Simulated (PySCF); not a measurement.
Dipole response of Mg⁺ (magnesium, charge +1)

[Ne] 3s1, 2S determinant. Calculation: PySCF 2.14, in aug-cc-pCVQZ (10s9p7d5f3g, 134 functions); no relativity, point nucleus. Coupled (time-dependent) response in atomic units; α is the mean over directions.

| method | mean α (bohr³) | C₆ (like pair) | S(−4) |
| --- | --- | --- | --- |
| MN15 | 34.87 | 150.4 | 1351 |

S(−4) is the Cauchy moment in α(ω) = α(0) + S(−4) ω² + …

α(iu) at MN15:

```json
{"u (hartree)": "0", "α(iu) (bohr³)": "34.87"}
{"u (hartree)": "0.0500", "α(iu) (bohr³)": "31.80"}
{"u (hartree)": "0.100", "α(iu) (bohr³)": "25.19"}
{"u (hartree)": "0.200", "α(iu) (bohr³)": "13.92"}
{"u (hartree)": "0.300", "α(iu) (bohr³)": "8.156"}
{"u (hartree)": "0.500", "α(iu) (bohr³)": "3.745"}
{"u (hartree)": "0.750", "α(iu) (bohr³)": "2.020"}
{"u (hartree)": "1.00", "α(iu) (bohr³)": "1.346"}
{"u (hartree)": "1.50", "α(iu) (bohr³)": "0.8065"}
{"u (hartree)": "2.00", "α(iu) (bohr³)": "0.5786"}
{"u (hartree)": "3.00", "α(iu) (bohr³)": "0.3643"}
{"u (hartree)": "5.00", "α(iu) (bohr³)": "0.1923"}
```

For an ion, C₆ is the dispersion term alone; charge-induced terms of lower order in 1/R come first.
